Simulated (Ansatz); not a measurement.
Species: GaH$_{3}$, net charge -1, doublet state. 
Structure (B3LYP-D3(BJ)/def2-TZVP (Ansatz, a program for electronic structure) minimum search):
```xyz
4

Ga    -0.0395    -0.0041     0.0179
H      1.0603    -0.3801     1.1575
H      0.1228     1.5399    -0.4713
H      0.0408    -1.0328    -1.2410
```
Charge -1, spin multiplicity 2.

Basis-set convergence of Hartree-Fock and CCSD(T) correlation energies (hartree) with Ansatz. Valence correlation only, unless marked. UHF or UKS for open shells. No spin-orbit coupling. Frozen are the shells of the preceding noble gas and the d and f shells that filled before the atom's block. No relativistic terms.

```csv
basis,functions,E(HF),"E(corr, CCSD(T))"
aug-cc-pVDZ,63,-1924.92220,-0.12007
aug-cc-pVTZ,128,-1924.99540,-0.13362
aug-cc-pVQZ,231,-1924.99905,-0.13727
```

Extrapolating the two largest sets (X = 3 and 4) as X^-3: E(corr) = (64·(-0.13727) - 27·(-0.13362))/37 = -0.1399 Eh, an estimate of the basis-set limit. The largest set recovers 98.1 % of it, the smallest 85.8 %.
